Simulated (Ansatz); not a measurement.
Computed with Ansatz on PBE0-D4/def2-TZVP structures; ΔE is electronic, products minus reactants. CCSD(T)/CBS adds triple-zeta CCSD(T) − MP2 to the extrapolated MP2 energy (def2 sets, frozen cores). This one scheme is used for every species. Functionals use def2-TZVPP. B3LYP here is the variant with VWN-RPA as its local correlation; programs differ in this. One conformer a species, not always the lowest.

Reaction (cleavage of the Si–Si bond): `O[SiH2]S[SiH2][SiH3]` + `OB(O)O` → `OB(O)O[SiH3]` + `O[SiH2]S[SiH3]`

```csv
level,ΔE (kJ/mol),difference from CCSD(T)/CBS
PBE-D4,-61.1,26.3
r2SCAN-D4,-81.3,6.1
PBE0-D4,-68.5,18.9
B3LYP-D4,-87.0,0.4
ωB97X-V,-86.8,0.6
ωB97M-V,-90.6,-3.2
B2PLYP,-94.2,-6.8
PBE,-63.8,23.6
r2SCAN,-82.2,5.2
PBE0,-71.2,16.2
B3LYP,-91.4,-4.0
HF/def2-TZVPP,-117.2,-29.8
MP2/def2-TZVPP,-94.6,-7.2
SCS-MP2/def2-TZVPP,-100.7,-13.3
CCSD/def2-TZVPP,-92.5,-5.1
CCSD(T)/def2-TZVPP,-88.5,-1.1
HF/def2-QZVPP,-119.2,-31.8
MP2/def2-QZVPP,-94.7,-7.3
SCS-MP2/def2-QZVPP,-100.6,-13.2
HF/CBS(def2),-119.5,-32.1
MP2/CBS(def2),-93.5,-6.1
CCSD/CBS(def2),-91.4,-4.0
CCSD(T)/CBS,-87.4,0
```

Largest T1 diagnostic among the species: 0.012.

The D4 term adds +4.4 kJ/mol with B3LYP and +2.7 kJ/mol with PBE0; it sums over pairs of atoms, weighted by their polarisabilities, and B3LYP, whose exchange is more repulsive, gets the larger term. From PBE to PBE0 (25 % exact exchange), in def2-TZVPP and without D4, ΔE moves by −7.4 kJ/mol.
